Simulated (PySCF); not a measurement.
SMILES C#CB(F)F at its PBE0/def2-SVP optimised geometry (Å):

```
6

B      0.3273     1.0528     0.0000
C     -0.4618    -0.2544    -0.0022
C     -1.0883    -1.2954    -0.0044
H     -1.6431    -2.2175    -0.0063
F      1.6431     1.0528     0.0000
F     -0.2851     2.2175     0.0000
```

Computed with PySCF with PBE0/def2-TZVP. Cells within 0.4 Å of a nucleus heavier than hydrogen are left out (blank, or x).

Map of the Laplacian of the electron density (e/bohr⁵), clipped to [-1.50, 1.50] on the plane z = 0.0 Å:

```
|5555555555555555555555555555555|
|5555555555555555555555555555555|
|5555555555555555555555555555555|
|5555555555555555555555555555555|
|5555555555555555555555555555555|
|5555555555555676655555555555555|
|5555555555557989755555555555555|
|5555555555569xxx965555555555555|
|5555555555569xxx965555555555555|
|5555555555557924766677655555555|
|5555555555556775976877965555555|
|555555555555566xxx54xx875555555|
|555555555555555xxx54xx875555555|
|5555555555555543866877965555555|
|5555555555555423456677655555555|
|5555555555555xx3555555555555555|
|5555555555554xx5555555555555555|
|5555555555541xx5555555555555555|
|5555555555461245555555555555555|
|55555555557xx355555555555555555|
|55555555553xx455555555555555555|
|5555555554114555555555555555555|
|5555555550045555555555555555555|
|5555555553255555555555555555555|
|5555555555555555555555555555555|
|5555555555555555555555555555555|
|5555555555555555555555555555555|
|5555555555555555555555555555555|
|5555555555555555555555555555555|
|5555555555555555555555555555555|
|5555555555555555555555555555555|
```
Scale: ten equal steps from -1.50 (start of '0') to 1.28 (end of '9'), in the order '0123456789'; x runs from -4.50 to 4.50, y from -4.50 (bottom) to 4.50 (top).
